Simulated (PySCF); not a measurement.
H₆Si₂, charge +1, doublet, geometry from GFN2-xTB (a state made from the parent by changing its charge; the spin is typed, not shown lowest). Base run: B3LYP/STO-3G (PySCF).

Geometry (Å):
```xyz
8

Si     0.0189    -0.0075     1.3426
Si    -0.0189     0.0075    -1.3426
H      0.0424     1.4234     1.6137
H     -1.2276    -0.7083     1.6196
H      1.2532    -0.7422     1.5844
H     -0.0113    -1.4235    -1.6141
H     -1.2688     0.7154    -1.5844
H      1.2122     0.7352    -1.6193
```
Charge +1, spin multiplicity 2.
Orbitals are unrestricted.
All else is at PySCF's defaults.
Base energy -575.58155 Eh.

Each row names what was changed in the base input (with any setting that the change needs).

```
change                                                                            ΔE vs base (mEh)  SCF cycles  <S^2>
--------------------------------------------------------------------------------  ----------------  ----------  -----
base                                                                                         0.000           7  0.750
init_guess = huckel                                                                          0.000           8  0.750
init_guess = 1e                                                                              0.000           9  0.750
diis_space = 12                                                                              0.000           7  0.750
DIIS = EDIIS                                                                                 0.000          29  0.750
conv_tol_grad = 1e-3                                                                         0.000           7  0.750
init_guess = mod_huckel                                                                      0.000           8  0.750
conv_tol = 1e-12                                                                             0.000           9  0.750
level_shift = 0.3 (with mf.max_cycle = 100)                                                  0.000          11  0.750
diis = off; damp = 0.6 (with mf.diis_start_cycle = 200; with mf.max_cycle = 150)             0.000          21  0.750
level_shift = 0.1 (with mf.max_cycle = 100)                                                  0.000           8  0.750
conv_tol_grad = 1e-7                                                                         0.000           8  0.750
init_guess = sap                                                                             0.000           7  0.750
```

Open shells are given as the SCF converged; they aren't shown to be the lowest states, and a large step between rows can be another state.
